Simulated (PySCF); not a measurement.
How do the members of this family differ from one of them?

PySCF, CAM-B3LYP/def2-SVPD, density fitting, gas phase; each molecule at its own PBE0-D3(BJ)/def2-SVP geometry, one conformer. Singlet excitations by full TDDFT with frozen cores, triplets by Tamm–Dancoff TDDFT and ionisation energies by ΔSCF, from the lowest of the holes tried. 

Reference: `N#CC[C@@H]1C=CC[SiH2]1`, with HOMO energy -8.87 eV, LUMO energy 0.78 eV, lowest singlet excitation 6.82 eV, lowest triplet excitation 4.30 eV, mean polarisability 96.9 au and vertical ionisation energy 9.58 eV.

Changes against it:

```tsv
molecule	Δ HOMO energy (eV)	Δ LUMO energy (eV)	Δ lowest singlet excitation (eV)	Δ lowest triplet excitation (eV)	Δ mean polarisability (au)	Δ vertical ionisation energy (eV)
CCO[C@H]1C=CC[SiH2]1	+0.65	+0.45	-0.57	+0.02	+4.8	-0.75
C1=C[C@H](c2cccs2)[SiH2]C1	+1.34	-0.14	-1.49	-0.74	+36.1	-1.53
[SiH3]O[C@@H]1C=CC[SiH2]1	+0.34	+0.06	-0.63	+0.01	+4.9	-0.42
```

Rows whose labels were lost:

```tsv
row	Δ HOMO energy (eV)	Δ LUMO energy (eV)	Δ lowest singlet excitation (eV)	Δ lowest triplet excitation (eV)	Δ mean polarisability (au)	Δ vertical ionisation energy (eV)
P	+0.01	+0.22	+0.09	-0.03	-13.3	+0.03
Q	+1.49	+0.36	-1.00	-0.41	+20.7	-1.59
```

Problem. Which row belongs to which of `C1=C[C@H](c2ccco2)[SiH2]C1` and `FC(F)[C@H]1C=CC[SiH2]1`?

Solution. P = `FC(F)[C@H]1C=CC[SiH2]1` and Q = `C1=C[C@H](c2ccco2)[SiH2]C1`. P and Q are told apart most clearly by the mean polarisability (-13.3 against +20.7 au).

Problem. Which row has the smallest HOMO–LUMO gap and which the largest, and does the HOMO or the LUMO shift more there?

Solution. Smallest, counted from the reference: `C1=C[C@H](c2cccs2)[SiH2]C1`, -1.48 eV (HOMO +1.34, LUMO -0.14), the larger shift being that of the HOMO. Largest: P, +0.21 eV (HOMO +0.01, LUMO +0.22), the larger shift being that of the LUMO.
